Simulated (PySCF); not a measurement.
Al(Me)(OH) (CH4AlO), SMILES [Al]([CH3])[OH], multiplicity 2. Atoms are numbered in the order given.

```xyz
7

Al     0.5808    -0.1256     0.0000
C     -0.3082     1.6269     0.0000
H     -0.9521     1.6976     0.8830
H     -0.9521     1.6976    -0.8830
H      0.3762     2.4759     0.0000
O     -0.4954    -1.4538     0.0000
H     -0.2092    -2.3687     0.0000
```
Charge 0, spin multiplicity 2.

The structure is a stationary point at r2SCAN-D4/def2-TZVP. The multiplicity is an assumed one; other spin states were not compared. The isomer is the one that the SMILES or the coordinates give; other isomers of the formula were not compared. Other conformers were not sampled.

These are PySCF with B3LYP/pcH-1 values and carry that method's errors.

Unrestricted Kohn–Sham, ⟨S²⟩ = 0.752. Hyperfine tensors hold the contact and dipolar terms, without spin-orbit corrections.

Computed hyperfine couplings:
```csv
nucleus,A(iso) (MHz),A(iso) (G),dipolar principal values (MHz)
27Al no. 1,782.0,279.0,"-53.5, -47.4, 100.9"
13C no. 2,137.3,49.0,"-14.6, -13.8, 28.4"
1H no. 3,4.5,1.6,"-7.2, -1.5, 8.7"
1H no. 4,4.5,1.6,"-7.2, -1.5, 8.7"
1H no. 5,-10.1,-3.6,"-7.7, -2.8, 10.5"
17O no. 6,-16.6,-5.9,"-31.1, 13.7, 17.4"
1H no. 7,-5.4,-1.9,"-9.0, -3.7, 12.8"
```

Problem. And the g tensor (effective nuclear charges for spin-orbit coupling, GIAO)? (Estimate from the structure and the level; the computed values follow.)

Solution. principal values 1.9962, 2.0018, 2.0021; isotropic 2.0000.
